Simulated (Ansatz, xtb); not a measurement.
Relative energy of two isomers of C5H5N3S

Structure I: `N#CCCc1ncns1`, a singlet. Structure II: `CSc1n[nH]cc1C#N`, a singlet. Both are isolated molecules in the gas phase, relaxed with r2SCAN-D4/def2-SVP; the shapes shown needn't be the lowest conformers.

I (Å):

```xyz
14

C     2.5606   -0.2512    0.4725
C     1.2727   -0.2029   -0.2077
C     0.6802    1.2127   -0.2072
C    -0.6400    1.2512   -0.9070
C    -2.4149    0.5925   -1.9919
N     3.5866   -0.2686    1.0190
N    -1.2289    0.2074   -1.4370
N    -2.7918    1.8500   -1.9346
S    -1.5988    2.6897   -1.1238
H     1.3921   -0.5642   -1.2420
H     0.5764   -0.9058    0.2777
H     0.5619    1.5726    0.8296
H     1.3793    1.9163   -0.6915
H    -3.0571   -0.1425   -2.4869
```

II (Å):

```xyz
14

C     2.3324   -0.7793   -0.9073
C     0.0785    0.7325   -0.8517
C    -1.8847    1.4529   -0.0642
C    -0.9809    1.6694   -1.1047
C    -1.0848    2.5990   -2.1650
N    -0.1663    0.0168    0.2429
N    -1.3530    0.4738    0.6922
N    -1.1589    3.3618   -3.0446
S     1.5068    0.5398   -1.8341
H     3.2658   -0.9873   -1.4476
H     1.7058   -1.6812   -0.8761
H     2.5549   -0.4517    0.1174
H    -1.7469    0.0664    1.5329
H    -2.8374    1.9282    0.1626
```

Problem. Estimate which is lower in electronic energy at CCSD(T)/def2-SVP + ΔMP2/def2-TZVPP, and by roughly how much.

Solution. The CCSD(T)/def2-SVP + ΔMP2/def2-TZVPP calculation puts structure I lower, by 57.8 kJ/mol.

How the difference moves with the method:

```
                             level            geometry  E(II) − E(I) (kJ/mol)  departure from the last row (kJ/mol)  job, with rough time for the two
                          GFN2-xTB            GFN2-xTB                   +53.2                                  −4.6              optimisation, 0.18 s
                         HF/STO-3G            GFN2-xTB                   +19.9                                 −37.9              single point, 0.52 s
      r2SCAN-D4/def2-SVP//GFN2-xTB            GFN2-xTB                   +21.2                                 −36.7               single point, 4.7 s
                r2SCAN-D4/def2-SVP  r2SCAN-D4/def2-SVP                   +24.6                                 −33.2                optimisation, 42 s
                       HF/def2-SVP  r2SCAN-D4/def2-SVP                   +39.3                                 −18.5           part of the CCSD(T) run
                      MP2/def2-SVP  r2SCAN-D4/def2-SVP                   +32.7                                 −25.2           part of the CCSD(T) run
                  CCSD(T)/def2-SVP  r2SCAN-D4/def2-SVP                   +42.7                                 −15.1                      single point
CCSD(T)/def2-SVP + ΔMP2/def2-TZVPP  r2SCAN-D4/def2-SVP                   +57.8                                                   single point, 2.1 min
```

As drawn, II has 2 C–S, 1 N∷N, 2 C∷C, 1 N–H in place of 2 C–C, 1 C∷N, 1 N∷S, 1 C∷S, 1 C–H (∷ is an aromatic bond).

The levels shown agree on the order. The largest departure from CCSD(T)/def2-SVP + ΔMP2/def2-TZVPP is that of HF/STO-3G, 37.9 kJ/mol. The last row adds to CCSD(T) the change of the MP2 difference between the two basis sets, here +15.1 kJ/mol, a large step that makes the value less sure.

With thermal terms from frequencies at re-optimised GFN2-xTB minima (ideal gas, soft modes damped towards free rotors, one conformer each, 298.15 K, 1 atm): the zero-point term adds −1.6 kJ/mol; ΔH is +57.5 and ΔG +55.6 kJ/mol.

The correlated steps freeze 13 core orbitals. Programs: Ansatz 0.2.0, xtb 6.7.1; the last row on 4 threads of Arm Neoverse V1 on a shared host.
